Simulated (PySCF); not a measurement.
PySCF job for cyclobutene (C4H6), SMILES C1=CCC1, PBE/pcSseg-1. Geometry optimised at B3LYP-D3(BJ)/def2-SVP.

```python
import numpy as np
from pyscf import gto, scf, dft
from pyscf.prop.nmr import rks as nmr

mol = gto.M(
    atom='''
    C     0.00000000    0.67193700   -0.81418598
    C     0.00000000   -0.67193705   -0.81418594
    C    -0.00000000   -0.78482102    0.69947926
    C    -0.00000000    0.78482106    0.69947921
    H     0.00000000    1.42469143   -1.60761885
    H    -0.00000001   -1.42469150   -1.60761878
    H     0.89478193   -1.24920881    1.14792961
    H    -0.89478192   -1.24920879    1.14792962
    H    -0.89478192    1.24920887    1.14792955
    H     0.89478193    1.24920885    1.14792956
    ''',
    basis='pcSseg-1',
    charge=0,
    spin=0,
    max_memory=1600,
    verbose=3,
)
mf = dft.RKS(mol, xc='pbe')
mf.grids.level = 3
mf.conv_tol = 1e-10
mf.max_cycle = 100
mf.kernel()
n = nmr.NMR(mf)
n.verbose = 2
n.max_cycle_cphf = 60
sigma = n.kernel()
print('atom   isotropic/ppm   span/ppm')
for i, s in enumerate(sigma):
    w = np.linalg.eigvalsh((s + s.T) / 2)
    print(f'{mol.atom_symbol(i):2s}{i + 1:3d} {w.mean():14.3f} {w[2] - w[0]:11.3f}')
```

Output:

```
converged SCF energy = -155.740023748888
atom   isotropic/ppm   span/ppm
C   1         34.672     206.605
C   2         34.672     206.605
C   3        143.646      19.620
C   4        143.646      19.620
H   5         24.930       2.520
H   6         24.930       2.520
H   7         28.465       6.984
H   8         28.465       6.984
H   9         28.465       6.984
H  10         28.465       6.984
```

Self-consistency was reached.

Cost: roughly 14 core-seconds.
